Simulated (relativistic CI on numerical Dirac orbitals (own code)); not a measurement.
**What each ingredient does to the levels of Eu¹⁹⁺**

Base calculation: Dirac-Coulomb-Breit CI, separate exchange-only KLI orbitals for each configuration, model QED, unscaled Slater integrals.

Configuration list (outside the closed core [Ar] 3d10): 4s2 4p6 4d8, 4s2 4p5 4d9, 4s2 4p6 4d7 4f, 4s 4p6 4d9, 4s2 4p5 4d8 4f, 4s2 4p6 4d7 5s, 4s 4p6 4d8 4f, 4s2 4p6 4d7 5p, 4s2 4p6 4d6 4f 5s, 4s2 4p6 4d7 5d, 4s2 4p6 4d6 5s 5p, 4s2 4p5 4d8 5s, 4s2 4p6 4d7 5f, 4s2 4p6 4d7 6s, 4s2 4p6 4d7 6p, 4s2 4p6 4d7 6d, 4s2 4p5 4d8 5d, 4s 4p6 4d7 4f 5s, 4s2 4p6 4d7 6f, 4s2 4p6 4d7 7p, 4p6 4d9 4f, 4s 4p6 4d8 5p, 4s2 4p6 4d7 7f, 4s 4p6 4d7 5s 5p, 4s2 4p5 4d8 6s, 4p6 4d10, 4p5 4d10 4f, 4s2 4p6 4d6 5s2, 4s2 4p6 4d5 4f 5s2, 4s2 4p5 4d6 4f 5s2, 4s 4p6 4d6 4f 5s2. Double excitations out of closed p, d and f shells are left out; levels of such configurations are missing from the list, as are those of other unlisted configurations, and high levels can miss mixing partners. These lack a partner that the ground configuration has and come out too high: 4s2 4p5 4d8 5s, 4s2 4p5 4d8 5d, 4s2 4p5 4d8 6s.

The lowest level and the first level of each name with at least 55 % of one term (blank where a level has no safe partner in the second run):

| Level | Base (cm⁻¹) | Shift (cm⁻¹) |
| --- | --- | --- |
| 4s2 4p6 4d8 3F_4 | 0 | 0 |
| 4s2 4p6 4d8 3F_3 | 46204 | -132 |
| 4s2 4p6 4d8 3P_0 | 63826 | -34 |
| 4s2 4p6 4d8 3P_1 | 80311 | -132 |
| 4s2 4p6 4d8 1G_4 | 84852 | -126 |
| 4s2 4p6 4d8 1S_0 | 184745 | -227 |
| 4s2 4p5 4d9 3F°_4 | 1012256 | +401 |
| 4s2 4p5 4d9 3D°_3 | 1018970 | +298 |
| 4s2 4p5 4d9 3P°_1 | 1071571 | +286 |
| 4s2 4p5 4d9 3P°_0 | 1087047 | +219 |
| 4s2 4p6 4d7 4f 5G°_5 | 1099372 | -12 |
| 4s2 4p6 4d7 4f 5G°_6 | 1101743 | -41 |
| 4s2 4p6 4d7 4f 5H°_7 | 1127695 | -7 |
| 4s2 4p6 4d7 4f 5I°_8 | 1132158 | -18 |

At this charge energies of transitions that change n are usually good to better than 1 %, and those within a shell (Δn = 0) to a few per cent. Terms inside the open d or f shell come out 10 to 20 % too wide with unscaled integrals.

Problem. One thing was changed in a second run, which moved the levels as shown. Which?
A. Breit term removed
B. configuration mixing switched off
C. QED terms removed

Solution. C. QED terms removed. QED shifts follow the density of s (and p1/2) electrons at the nucleus, so configurations move by their count of such electrons; where none moves, the smaller shifts of p3/2 electrons and of j = l + 1/2 against j = l − 1/2 set the pattern.

LS names give the leading component of a level, which can be under half, so a name can repeat, a term be missing and a line seem to break the LS rules.
